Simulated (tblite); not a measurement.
C₇H₁₃BF₂.
Numbering: `[CH3:1][CH2:2][CH2:3][CH2:4]/[C:5]([CH3:6])=[CH:7]\[B:8]([F:9])[F:10]` (hydrogens: H11, H12, H13 on C1; H14, H15 on C2; H16, H17 on C3; H18, H19 on C4; H20, H21, H22 on C6; H23 on C7)

Computed with GFN2-xTB (tblite), gas phase: L-BFGS steps from a force-field or distance-geometry start until the largest atomic force falls under 0.01 eV/Å.

At the end of the run (lengths in Å): B8–F10 1.326, B8–F9 1.327, C7–B8 1.536, C1–H13 1.087, C4–H19 1.089, C6–H20 1.090, C2–H14 1.092, F9–B8–F10 112.7°, C7–B8–F10 126.3°, C6–C5–C7 121.6°, C4–C5–C6 115.0°, C1–C2–C3–C4 179°, C2–C3–C4–C5 -178°, C3–C4–C5–C6 89°, H20–C6–C5–C4 70°, H18–C4–C5–C6 -31°.

Problem. These geometries were met on the way; a selection of coordinates is given. Order them by energy above the end point, lowest first.
A. B8–F10 1.396, B8–F9 1.392, C7–B8 1.577, C1–H13 1.100, C4–H19 1.099, C6–H20 1.105, C2–H14 1.101, F9–B8–F10 119.1°, C7–B8–F10 122.1°, C6–C5–C7 118.9°, C4–C5–C6 118.1°, C1–C2–C3–C4 180°, C2–C3–C4–C5 178°, C3–C4–C5–C6 99°, H20–C6–C5–C4 118°, H18–C4–C5–C6 -21°
B. B8–F10 1.330, B8–F9 1.331, C7–B8 1.547, C1–H13 1.085, C4–H19 1.091, C6–H20 1.089, C2–H14 1.091, F9–B8–F10 116.7°, C7–B8–F10 123.3°, C6–C5–C7 120.1°, C4–C5–C6 117.2°, C1–C2–C3–C4 180°, C2–C3–C4–C5 177°, C3–C4–C5–C6 99°, H20–C6–C5–C4 119°, H18–C4–C5–C6 -21°
C. B8–F10 1.455, B8–F9 1.449, C7–B8 1.582, C1–H13 1.128, C4–H19 1.125, C6–H20 1.123, C2–H14 1.122, F9–B8–F10 118.4°, C7–B8–F10 122.6°, C6–C5–C7 117.5°, C4–C5–C6 118.1°, C1–C2–C3–C4 180°, C2–C3–C4–C5 178°, C3–C4–C5–C6 99°, H20–C6–C5–C4 119°, H18–C4–C5–C6 -23°
D. B8–F10 1.325, B8–F9 1.326, C7–B8 1.534, C1–H13 1.088, C4–H19 1.090, C6–H20 1.089, C2–H14 1.092, F9–B8–F10 112.4°, C7–B8–F10 125.8°, C6–C5–C7 119.3°, C4–C5–C6 117.6°, C1–C2–C3–C4 180°, C2–C3–C4–C5 177°, C3–C4–C5–C6 98°, H20–C6–C5–C4 119°, H18–C4–C5–C6 -22°
E. B8–F10 1.295, B8–F9 1.297, C7–B8 1.568, C1–H13 1.074, C4–H19 1.084, C6–H20 1.083, C2–H14 1.085, F9–B8–F10 118.7°, C7–B8–F10 122.1°, C6–C5–C7 120.6°, C4–C5–C6 117.0°, C1–C2–C3–C4 180°, C2–C3–C4–C5 177°, C3–C4–C5–C6 99°, H20–C6–C5–C4 119°, H18–C4–C5–C6 -21°

Solution. D (0.056 eV), B (0.094 eV), E (0.167 eV), A (0.362 eV), C (0.796 eV).

```
step  E above end (eV)  rms distance from the end, all atoms (Å)  largest force (eV/Å)  rms shift of all bonds from the end (Å)
   7             0.056                                     0.349                 0.089                                    0.002
   3             0.094                                     0.350                 0.569                                    0.007
   2             0.167                                     0.350                 2.530                                    0.015
   1             0.362                                     0.354                 2.417                                    0.025
   0             0.796                                     0.357                 3.453                                    0.044
```

Rows stand in the order of the answer.
